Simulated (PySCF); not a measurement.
## LiSe at PBE0

Computed with PBE0; PySCF, no relativity, basis sets Li def2-SVPD, Se def2-SVPD.

```json
{
  "state": "²Π (doublet), unpaired electrons π ↑",
  "bond length": "2.285 Å",
  "harmonic wavenumber": "511 cm⁻¹",
  "force constant": "0.992 mdyn/Å",
  "rotational constant Be": "0.5007 cm⁻¹",
  "anharmonicity ωexe": "3.19 cm⁻¹",
  "vibration–rotation constant αe": "0.00502 cm⁻¹",
  "well depth De to Li + Se": "2.97 eV",
  "dissociation energy D0": "2.94 eV",
  "bond order (Mayer)": "0.41",
  "dipole moment (positive dipole means Li(−)Se(+))": "-7.11 D"
}
```

Spin–orbit coupling is left out. The state was picked by a PBE0 search and need not be the measured ground state.
